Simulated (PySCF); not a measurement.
**BeN: input and log**

State: ⁴Σ⁻ (quartet), unpaired electrons σ ↑, π ↑↑.

An equivalent input (the run itself took its basis sets from the Basis Set Exchange, started from a PBE0 density and held the occupation σ 5α 4β, πx 1α 0β, πy 1α 0β):

```python
from pyscf import gto, scf
mol = gto.M(atom='Be 0 0 0; N 0 0 1.624', basis={'Be': 'aug-pcseg-1', 'N': 'aug-pcseg-1'},
            charge=0, spin=3, verbose=4, symmetry='C2v')
mf = scf.UHF(mol)
mf.irrep_nelec = {'A1': (5, 4), 'B1': (1, 0), 'B2': (1, 0)}
mf.conv_tol = 1e-9
mf.max_cycle = 60
mf.diis_space = 10
mf.kernel()
```

The log (some set-up lines and the per-cycle HOMO/LUMO lines removed):

```
******** <class 'pyscf.scf.uhf_symm.SymAdaptedUHF'> ********
method = SymAdaptedUHF
damping factor = 0
level_shift factor = 0
DIIS = <class 'pyscf.scf.diis.CDIIS'>
diis_start_cycle = 1
diis_space = 10
diis_damp = 0
SCF conv_tol = 1e-09
SCF conv_tol_grad = None
SCF max_cycles = 60
number electrons alpha = 7  beta = 4
Set gradient conv threshold to 3.16228e-05
init E= -68.960145051195
cycle= 1 E= -68.9655205684467  delta_E= -0.00538  |g|= 0.0212  |ddm|= 0.229
cycle= 2 E= -68.9660884141902  delta_E= -0.000568  |g|= 0.00806  |ddm|= 0.0668
cycle= 3 E= -68.9662245899311  delta_E= -0.000136  |g|= 0.003  |ddm|= 0.0447
cycle= 4 E= -68.9662400023026  delta_E= -1.54e-05  |g|= 0.00113  |ddm|= 0.0172
cycle= 5 E= -68.9662422854392  delta_E= -2.28e-06  |g|= 0.000436  |ddm|= 0.00605
cycle= 6 E= -68.9662428467046  delta_E= -5.61e-07  |g|= 0.00015  |ddm|= 0.00248
cycle= 7 E= -68.9662429275169  delta_E= -8.08e-08  |g|= 5.02e-05  |ddm|= 0.00127
cycle= 8 E= -68.9662429338826  delta_E= -6.37e-09  |g|= 1.2e-05  |ddm|= 0.000296
cycle= 9 E= -68.9662429341489  delta_E= -2.66e-10  |g|= 1.72e-06  |ddm|= 3.93e-05
Extra cycle  E= -68.9662429341526  delta_E= -3.75e-12  |g|= 8.83e-07  |ddm|= 3.05e-06
converged SCF energy = -68.9662429341526  <S^2> = 3.7623664  2S+1 = 4.0061784
```

Repeating this along the bond gives Re = 1.616 Å and ωe = 919 cm⁻¹.

A point of this curve took 0.037 CPU seconds beside 0.013 for the integrals, on Intel Xeon 6975P-C (shared host).

The state is the lowest determinant that a PBE0 search found; another state may lie lower at other levels.
